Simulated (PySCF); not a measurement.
# Electronic absorption of (OH)3Hf-S-SiH3

(OH)3Hf-S-SiH3 (singlet state).
Geometry (PBE0-D3(BJ)/def2-SVP, Å), atoms numbered from 1 in this order:
```xyz
12
H6HfO3SSi angstrom
Hf     0.4756   -0.3259    0.9946
O     -1.0747   -1.2840    1.5941
O      1.3473   -1.2787   -0.4254
O      1.6684    0.0475    2.4487
S     -0.2172    1.8817    0.1038
Si    -0.9206    1.2108   -1.7993
H     -1.8555   -1.7509    1.8815
H      1.7089   -1.8440   -1.1041
H      2.3015    0.1205    3.1591
H     -1.4640   -0.1841   -1.7167
H      0.1663    1.2164   -2.8244
H     -2.0207    2.1082   -2.2609
```

Computed with PySCF, TDDFT CAM-B3LYP/def2-SVPD, vertical, gas phase, core orbitals frozen in the response, def2 core potentials past Kr. Spin–orbit coupling is left out.

| state | E (eV) | λ (nm) | f | main configurations (H = HOMO, L = LUMO) |
| --- | --- | --- | --- | --- |
| S1 | 5.54 | 224.0 | 0.0012 | H→L+1 (69%), H→L+2 (19%) |
| S2 | 5.98 | 207.3 | 0.026 | H→L (62%), H→L+5 (22%) |
| S3 | 6.18 | 200.6 | 0.035 | H→L+4 (69%) |
| S4 | 6.36 | 194.8 | 0.024 | H→L+7 (19%), H→L+6 (19%), H→L+2 (12%) |
| S5 | 6.54 | 189.5 | 0.0039 | H-1→L+1 (54%), H-1→L+2 (14%) |
| S6 | 6.77 | 183.1 | 0.0014 | H→L+6 (33%), H-1→L+4 (31%) |
| S7 | 6.87 | 180.5 | 0.021 | H-1→L (35%), H→L+6 (22%), H-1→L+5 (17%) |
| S8 | 6.94 | 178.6 | 0.0098 | H-1→L+4 (50%), H-1→L (12%), H→L+6 (11%) |
| S9 | 7.13 | 173.9 | 0.0080 | H→L+3 (36%), H→L+8 (24%), H→L+5 (9%) |
| S10 | 7.25 | 171.1 | 0.0064 | H→L+3 (30%), H→L+8 (24%), H→L+7 (11%) |

Triplets (Tamm–Dancoff): T1 5.34 eV, H→L+1 (68%), H→L+2 (13%); T2 5.67 eV, H→L+4 (82%); T3 5.76 eV, H→L (40%), H→L+5 (22%), H→L+2 (13%); T4 6.04 eV, H-1→L+1 (62%), H-1→L+2 (19%).

The lowest singlet comes at 224 nm (534 kJ/mol) in the ultraviolet; it is very weak; its leading configuration is HOMO→LUMO+1 (69%). The most intense listed level is S3 at 6.18 eV (201 nm, f = 0.035), 0.64 eV above S1. For S1 the Löwdin share of hafnium is 7% in HOMO and 43% in LUMO+1. The listed states span 1.71 eV, and the widest gap between neighbours is 0.45 eV (S1 to S2). Orbital energies (eV): HOMO-3 -10.68, HOMO-2 -10.47, HOMO-1 -9.22, HOMO -8.34, LUMO 0.24, LUMO+1 0.70, LUMO+2 0.89. The vertical ionisation energy (ΔSCF) is 9.06 eV, 1.82 eV above S10. Only the lowest 10 singlets were computed, as vertical energies without vibronic structure.

Hardware: an Arm Neoverse V1 with one thread, no GPU, shared host with 32 logical CPUs at a one-minute load of 25. Cost: 2.6 min of wall time (grids of density and orbitals included), 1.2 GiB resident at most.
